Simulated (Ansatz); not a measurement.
`B[SiH](B)F` + NH₃ → `B[SiH](N)F` + BH₃ at 400 K and 1 bar (cleavage of the Si–B bond).

Computed with Ansatz on PBE0-D4/def2-TZVP structures; ΔE is electronic, products minus reactants. CCSD(T)/CBS is the MP2 limit (def2-TZVPP, def2-QZVPP) plus CCSD(T) − MP2 in def2-TZVPP, frozen cores. This one scheme is used for every species. Each species was taken in one conformer, which may not be the lowest.

```csv
species,CCSD(T)/CBS energy (Eh),H − E (kJ/mol),S (J/(mol·K))
`B[SiH](B)F`,-441.44960,166.4,362.0
NH₃,-56.50880,104.2,203.1
`B[SiH](N)F`,-471.43743,183.2,354.7
BH₃,-26.55200,82.6,199.4
```

H − E and S are ideal-gas, rigid-rotor, harmonic terms from PBE0-D4/def2-TZVP, for one conformer and one mirror image of each species. 1 Eh = 2625.50 kJ/mol, R = 8.31446 J/(mol·K).

Q: By hand: ΔE, ΔH, ΔS and ΔG.

A: ΔE = (-471.43743) + (-26.55200) − (-441.44960) − (-56.50880) = -0.03103 Eh = -81.5 kJ/mol. Δ(H − E) = 183.2 + 82.6 − 166.4 − 104.2 = -4.8, so ΔH = -86.3 kJ/mol. ΔS = 354.7 + 199.4 − 362.0 − 203.1 = -11.0 J/(mol·K). ΔG = -86.3 − 400 × (-11.0)/1000 = -81.9 kJ/mol.

Q: By hand: the equilibrium constant, and the temperature at which ΔG would vanish if ΔH and ΔS stayed fixed.

A: log₁₀ K = −ΔG/(RT ln 10) = 10.7. ΔG = 0 at ΔH/ΔS = 7845 K, far beyond where these terms or the molecules hold.

The number of gas molecules stays the same, so ΔS is small and ΔH decides. A doubt of 5 kJ/mol in ΔE shifts log₁₀ K by 0.7 here. Other conformers and mirror images would add mixing entropy, several J/(mol·K) or more a flexible species. These are equilibria of isolated gas molecules and say nothing of rates. Largest T1 diagnostic: 0.013 (customary marks: 0.02 for closed shells, 0.045 for open ones).
